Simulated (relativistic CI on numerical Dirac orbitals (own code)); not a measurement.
## Ti3+ in a cubic cluster: 3s photoemission with charge transfer

Computed with a charge-transfer multiplet model of a cubic metal-ligand cluster with up to 2 ligand holes, Slater and spin-orbit integrals from Dirac-Coulomb-Breit ions, Slater integrals scaled by 0.7. The ground state mixes d1 with configurations of k ligand holes L, whose averages lie at kΔ + k(k − 1)U_dd/2; a core hole lowers each added d electron by U_cd. 300 K, Lorentzian 1.4 eV and Gaussian 0.8 eV FWHM.

Atomic integrals in eV (Slater integrals scaled, ζ unscaled), ground: F2dd 5.756, F4dd 3.579, zeta_d 0.017; with the core hole: F2dd 5.756, F4dd 3.579, zeta_d 0.022, G2cd 7.403. Where a configuration has fewer than two d electrons, the dd integrals are those of d2.

Cluster parameters (eV): Δ = 3.5, U_dd = 5.1, U_cd = 6.3, 10Dq = 1.05, 10Dq(ligand) = 1.3, final-state hopping factor = 1.

```
                              Case   n_d    d1   d2L  d3L2     S
V(eg) = 0.95 eV, V(t2g) = -0.43 eV  1.26  0.75  0.24  0.01  0.50
V(eg) = 1.25 eV, V(t2g) = -0.56 eV  1.35  0.67  0.31  0.02  0.50
 V(eg) = 1.55 eV, V(t2g) = -0.7 eV  1.43  0.61  0.36  0.04  0.50
V(eg) = 1.85 eV, V(t2g) = -0.84 eV  1.50  0.55  0.40  0.05  0.50
V(eg) = 2.45 eV, V(t2g) = -1.11 eV  1.60  0.47  0.45  0.08  0.50
```

Weights, n_d and S are thermal averages at 300 K. Binding energies count from the first peak over 30 % of the highest in each spectrum, which can be another peak from case to case. The parameters are a model scan and need not match a compound or its usual spin state. Peaks in eV (height, largest 100):
- V(eg) = 0.95 eV, V(t2g) = -0.43 eV: 0.0 (100), 2.9 (80), 5.9 (94)
- V(eg) = 1.25 eV, V(t2g) = -0.56 eV: 0.0 (100), 3.2 (61), 5.1 (49), 6.9 (52)
- V(eg) = 1.55 eV, V(t2g) = -0.7 eV: 0.0 (100), 3.1 (48), 5.5 (31), 7.9 (34), 10.5 (19)
- V(eg) = 1.85 eV, V(t2g) = -0.84 eV: 0.0 (100), 2.9 (42), 5.8 (20), 8.9 (25), 11.4 (13)
- V(eg) = 2.45 eV, V(t2g) = -1.11 eV: 0.0 (100), 2.9 (40), 11.0 (16), 13.5 (7)

Curve for V(eg) = 1.85 eV, V(t2g) = -0.84 eV (points under 2 left out, the grid thinned):

E (eV), Intensity and a bar:
```
     -3.7        4.9 #
     -3.3        6.0 #
     -2.8        8.2 ##
     -2.4       10.9 ###
     -2.0       15.2 ####
     -1.5       25.3 #######
     -1.1       40.9 ############
     -0.6       73.8 #######################
     -0.2       97.3 ##############################
      0.2       94.9 #############################
      0.7       63.8 ###################
      1.1       43.0 #############
      1.5       32.7 ##########
      2.0       31.2 #########
      2.4       36.2 ###########
      2.8       41.5 ############
      3.3       39.3 ############
      3.7       33.0 ##########
      4.2       26.9 ########
      4.6       23.0 #######
      5.0       20.5 ######
      5.5       20.0 ######
      5.9       20.3 ######
      6.3       19.4 #####
      6.8       17.4 #####
      7.2       16.3 #####
      7.6       16.5 #####
      8.1       19.3 #####
      8.5       22.9 #######
      9.0       24.4 #######
      9.4       21.5 ######
      9.8       17.4 #####
     10.3       14.1 ####
     10.7       13.0 ###
     11.1       12.8 ###
     11.6       12.8 ###
     12.0       12.1 ###
     12.4       10.5 ###
     12.9        8.0 ##
     13.3        6.3 #
     13.8        4.6 #
     14.2        3.7 #
     14.6        3.0 
     15.1        2.4 
     15.5        2.0
```

For the case V(eg) = 1.55 eV, V(t2g) = -0.7 eV, Δ = 3.5 eV is smaller than U_dd = 5.1 eV, the charge-transfer side of the Zaanen-Sawatzky-Allen scheme. With the core hole the average of the configuration with one ligand hole lies at Δ − U_cd = -2.8 eV before mixing: the effective hopping of about 3.3 eV (from the holes of the mixed ground state) is comparable with this gap or larger, so the configurations mix strongly.

Without intra-shell correlation the exchange splitting of the 3s hole comes out too large.
